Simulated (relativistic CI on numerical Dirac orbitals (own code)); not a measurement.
## d1 to d9 in one octahedral field

Computed with a parametric ligand-field model without spin-orbit coupling, by exact diagonalisation: B = 720, C = 3350, 10Dq = 19900 cm⁻¹ (Oh; |10Dq|/B = 27.6) for every shell. Energies in cm⁻¹; the field energy is (0.6 n_e − 0.4 n_t2) × 10Dq of the ground term; g labels are left out.

```
Shell  Ground term  Electrons in e  Field energy  First spin-allowed bands  Lowest term of other spin
   d1          2T2           0.000         -7960                  2E 19900                           
   d2          3T1           0.025        -15426      3T2 18429, 3T1 27759                  1T2 11390
   d3          4A2           0.000        -23880      4T2 19900, 4T1 27270                   2E 15425
   d4          3T1           0.041        -31030       3E 17091, 3T1 17977                      5E 61
   d5          6A1           2.000             0                      none                   2T2 2110
   d6            ?               ?             ?                         ?                          ?
   d7           2E           1.040        -35018      2T1 17661, 2T2 18383                   4T1 4160
   d8          3A2           2.000        -23880      3T2 19900, 3T1 27270                   1E 12307
   d9           2E           3.000        -11940                 2T2 19900
```

**Question.** Fill in the row of d6.

**Answer.** Ground term: 1A1; Electrons in e: 0.054; Field energy: -46683; First spin-allowed bands: 1T1 17831, 1T2 26865; Lowest term of other spin: 3T1 10636. Low spin: d4, d6, d7; the other shells keep the spin of the free ion. Only d4 to d7 can choose; the field needed to pair spins is smallest for d6 and largest for d5, which loses most exchange energy. In the strong-field picture 10Dq must exceed about 6B + 5C = 21070 (d4), 7.5B + 5C = 22150 (d5), 2.5B + 4C = 15200 (d6) and 4B + 4C = 16280 (d7); mixing of terms shifts these bounds somewhat.
